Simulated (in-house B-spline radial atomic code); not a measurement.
Configurations of Lu VI (Lu5+), with energies counted from [Xe] 4f12. Computed with a B-spline radial code for spherical atoms: Dirac-Hartree-Fock, average of configuration, Fermi nucleus of rms radius 5.37 fm. Energies include first-order Breit, QED and recoil terms.

Occupations are held fixed; configurations that lie above the ionisation limit could autoionise.

| configuration | E - E(ref) (eV) | highest orbital | its <r> (bohr) |
| --- | --- | --- | --- |
| [Kr] 4d10 4f12 5s2 5p5 5d1 | 39.521 | 5d5/2 | 1.687 |
| [Xe] 4f11 6p1 | 47.42 | 6p3/2 | 2.845 |
| [Kr] 4d10 4f12 5s2 5p5 6s1 | 48.512 | 6s1/2 | 2.465 |
| [Xe] 4f11 7s1 | 61.435 | 7s1/2 | 4.29 |
| [Xe] 4f11 7p1 | 65.305 | 7p3/2 | 4.85 |
| [Kr] 4d10 4f12 5s2 5p5 8g1 | 92.199 | 8g7/2 | 14.2 |
| [Kr] 4d9 4f12 5s2 5p6 8p1 | 271.45 | 8p3/2 | 7.341 |
| [Kr] 4d9 4f12 5s2 5p6 9p1 | 276.25 | 9p3/2 | 10.33 |
| [Kr] 4d9 4f12 5s2 5p6 9g1 | 281.97 | 9g7/2 | 18.42 |

(1) Order these further configurations by energy, lowest first.
A. [Xe] 4f11 5g1
B. [Kr] 4d10 4f12 5s2 5p5 6g1
C. [Xe] 4f11 7d1
D. [Xe] 4f11 8p1
E. [Kr] 4d9 4f12 5s2 5p6 7p1

(2) How far above the reference does [Kr] 4d9 4f12 5s2 5p6 9s1 lie?

(3) How far above the reference does [Kr] 4d9 4f12 5s2 5p6 5g1 lie?

(4) How far above the reference does [Xe] 4f11 6g1 lie?

Answers

(1) A (70.751 eV), C (70.853 eV), D (73.834 eV), B (86.213 eV), E (262.91 eV).

(2) 275.03 eV; its least bound orbital is 9s1/2 with <r> = 9.439 bohr.

(3) 268.38 eV; its least bound orbital is 5g7/2 with <r> = 4.528 bohr.

(4) 76.741 eV; its least bound orbital is 6g7/2 with <r> = 7.241 bohr.
